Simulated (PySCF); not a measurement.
PySCF input:

```python
from pyscf import gto, scf, dft

mol = gto.M(
    atom='''
    B    -0.12105367    0.11598729    0.00517552
    F     0.27464937    1.36756221    0.03055710
    N     1.09191448   -0.87832429   -0.04232871
    N    -1.40558962   -0.34738968    0.01614962
    H     1.67179141   -0.69189011   -0.86735317
    H     1.70110036   -0.73436120    0.76998127
    H    -2.18405702    0.29779238    0.04681999
    H    -1.69241322   -1.31329343   -0.00377086
    H     0.83272842   -1.86624623   -0.06331506
    ''',
    basis='def2-tzvpd',
    charge=1,
    spin=0,
    verbose=4,
)

mf = dft.RKS(mol, xc='tpssh').density_fit(auxbasis='def2-universal-jkfit')
mf.grids.level = 3
mf.conv_tol = 1e-9
mf.max_cycle = 100
mf.max_memory = 1500
mf.kernel()
if not mf.converged:
    mf = mf.newton()
    mf.kernel(mf.make_rdm1())
mf.analyze()
```

### Question
Predict the final energy.

### Answer
-237.19551 Eh (TPSSh/def2-TZVPD).

It need not be the lowest isomer of its formula.
